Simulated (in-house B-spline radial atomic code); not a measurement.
## Ionising In XV (In14+) with different functionals

Computed with a B-spline radial code for spherical atoms: four-component Dirac-Coulomb Hamiltonian, Fermi nucleus of rms radius 4.6156 fm, spin-restricted, spherical fractional occupations for the functionals. The ionisation energy is the difference of two self-consistent energies, [Ar] 3d10 4s2 4p5 → [Ar] 3d10 4s2 4p4, without Breit or QED terms; ε is the level of the shell that loses the electron (mean over j). The electron is taken from both j subshells in proportion to 2j + 1, so the result is a j average, not the step between ground levels.

| method | rung | ΔSCF (eV) | -ε(4p) (eV) |
| --- | --- | --- | --- |
| LDA PW92 | LDA | ? | ? |
| OLYP | GGA | 373.92 | 360.11 |
| BLYP | GGA | ? | ? |
| BP86 | GGA | 373.30 | 359.46 |

**Question.** What does LDA PW92 give?

**Answer.** ΔSCF 373.30 eV, and -ε(4p) = 359.43 eV.

**Question.** What does BLYP give?

**Answer.** ΔSCF 372.93 eV, and -ε(4p) = 359.07 eV.

**Question.** How do they compare with the NIST value?

**Answer.** NIST lists 368 eV ± 3 (tabulated theory, ground level to ground level). Errors run from +4.93 to +5.92 eV; all lie within about twice that uncertainty, so the table can't rank the methods.
